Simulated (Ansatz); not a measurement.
Computed with Ansatz on PBE0-D4/def2-TZVP structures; ΔE is electronic, products minus reactants. CCSD(T)/CBS adds triple-zeta CCSD(T) − MP2 to the extrapolated MP2 energy (def2 sets, frozen cores). This one scheme is used for every species. Functionals use def2-TZVPP. Each species was taken in one conformer, which may not be the lowest.

Reaction (ligand exchange at the Si–C bond): `CO[SiH](O)C=O` + `O[SiH3]` → `CO[SiH](O)O[SiH3]` + `C=O`

CCSD(T)/CBS gives -150.2 kJ/mol.

Question: Another level gave -147.7 kJ/mol. Which?
A. HF/def2-TZVPP
B. PBE/def2-TZVPP
C. PBE0/def2-TZVPP
D. r2SCAN-D4/def2-TZVPP

Answer: D. r2SCAN-D4 -147.7, PBE0 -139.0, PBE -128.6, HF/def2-TZVPP -171.2 kJ/mol.

Largest T1 diagnostic among the species: 0.015.

The D4 term adds −4.4 kJ/mol with B3LYP and −2.8 kJ/mol with PBE0; it sums over pairs of atoms, weighted by their polarisabilities, and B3LYP, whose exchange is more repulsive, gets the larger term. In def2-TZVPP, CCSD(T) changes the Hartree–Fock value by +19.8 kJ/mol (the triples alone add +3.6 kJ/mol) and MP2 by +17.3 kJ/mol.

B3LYP here is the variant with VWN-RPA as its local correlation; programs differ in this.
